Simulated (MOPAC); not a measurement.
MOPAC input (PM3):

```
PM3 1SCF GEO-OK AUX(PRECISION=9) THREADS=1
AlBr

Al   -0.00000000 1   -0.00000000 1   -1.70357200 1
Br    0.00000000 1    0.00000000 1    0.63275500 1
```

Output:

```
 *******************************************************************************
 **                                                                           **
 **                              MOPAC v23.2.5                                **
 **                                                                           **
 *******************************************************************************
 ** MOPAC's Digital Object Identifier: https://doi.org/10.5281/zenodo.6511958 **
 **                                                                           **
 ** Please cite the open-source release paper for use of this MOPAC version:  **
 ** J. E. Moussa and J. J. P. Stewart (2026)                                  **
 ** MOPAC: An open-source semiempirical molecular orbital program             **
 ** J. Open Source Softw., 11(119), 8025, https://doi.org/10.21105/joss.08025 **
 *******************************************************************************

                              PM3 CALCULATION RESULTS

 *******************************************************************************
 *  PM3        - The PM3 Hamiltonian to be used
 *  GEO-OK     - OVERRIDE INTERATOMIC DISTANCE AND OTHER SAFETY CHECKS
 *  1SCF       - DO 1 SCF AND THEN STOP
 *  AUX        - OUTPUT AUXILIARY INFORMATION
 *******************************************************************************
PM3 1SCF GEO-OK AUX(PRECISION=9) THREADS=1
 AlBr

   ATOM   CHEMICAL          X               Y               Z
  NUMBER   SYMBOL      (ANGSTROMS)     (ANGSTROMS)     (ANGSTROMS)

     1      Al         -0.00000000  *  -0.00000000  *  -1.70357200  *
     2      Br          0.00000000  *   0.00000000  *   0.63275500  *

          CARTESIAN COORDINATES

    NO.       ATOM           X           Y           Z

     1        Al         -0.0000     -0.0000     -1.7036
     2        Br          0.0000      0.0000      0.6328

 Al: (PM3): J. J. P. STEWART, J. COMP. CHEM. 10, 209 (1989).
 Br: (PM3): J. J. P. STEWART, J. COMP. CHEM. 10, 209 (1989).

           Empirical Formula: Al Br  =     2 atoms

      MOLECULAR POINT GROUP   :   C*v

      RHF CALCULATION, NO. OF DOUBLY OCCUPIED LEVELS = 5

 -------------------------------------------------------------------------------
 PM3 1SCF GEO-OK AUX(PRECISION=9) THREADS=1
 AlBr

     1SCF WAS SPECIFIED, SO BFGS WAS NOT USED
     SCF FIELD WAS ACHIEVED

                              PM3 CALCULATION
                                                       MOPAC v23.2.5 Linux

          FINAL HEAT OF FORMATION =         12.52338 KCAL/MOL =      52.39781 KJ/MOL

          COSMO AREA              =         99.04 SQUARE ANGSTROMS
          COSMO VOLUME            =         86.68 CUBIC ANGSTROMS

          IONIZATION POTENTIAL    =         10.159151 EV
          HOMO LUMO ENERGIES (EV) =        -10.159 -4.577
          NO. OF FILLED LEVELS    =          5
          MOLECULAR WEIGHT        =        106.8855         POINT GROUP:  C*v

          MOLECULAR DIMENSIONS (Angstroms)

            Atom       Atom       Distance
           Br     2   Al     1     2.33633
           Br     2   Al     1     0.00000
           Al     1   Br     2     0.00000

          SCF CALCULATIONS        =          1

   ATOM   CHEMICAL          X               Y               Z
  NUMBER   SYMBOL      (ANGSTROMS)     (ANGSTROMS)     (ANGSTROMS)

     1      Al         -0.00000000  *  -0.00000000  *  -1.70357200  *
     2      Br          0.00000000  *   0.00000000  *   0.63275500  *

                             CARTESIAN COORDINATES

   1   Al       -0.000000000    -0.000000000    -1.703572000
   2   Br        0.000000000     0.000000000     0.632755000

           Empirical Formula: Al Br  =     2 atoms

      MOLECULAR POINT GROUP   :   C*v

                  EIGENVALUES
 -19.01100 -13.01732 -12.47058 -12.23364 -10.15915  -4.57666  -3.53316   2.68066

              NET ATOMIC CHARGES AND DIPOLE CONTRIBUTIONS

  ATOM NO.   TYPE          CHARGE      No. of ELECS.   s-Pop       p-Pop
    1         Al           0.282930        2.7171     0.03399     2.68308
    2         Br          -0.282930        7.2829     1.81112     5.47181
 DIPOLE           X         Y         Z       TOTAL
 POINT-CHG.     0.000     0.000    -3.175     3.175
 HYBRID        -0.000    -0.000    -1.182     1.182
 SUM           -0.000    -0.000    -4.357     4.357

          ATOMIC ORBITAL ELECTRON POPULATIONS

     Atom    s        px        py        pz
    1 Al   0.03399   2.00000   0.14655   0.53653
    2 Br   1.81112   2.00000   1.85345   1.61836

 **********************
 *                    *
 * JOB ENDED NORMALLY *
 *                    *
 **********************

 == MOPAC DONE ==
```

The geometry given is a B3LYP-D3(BJ)/def2-TZVP minimum.
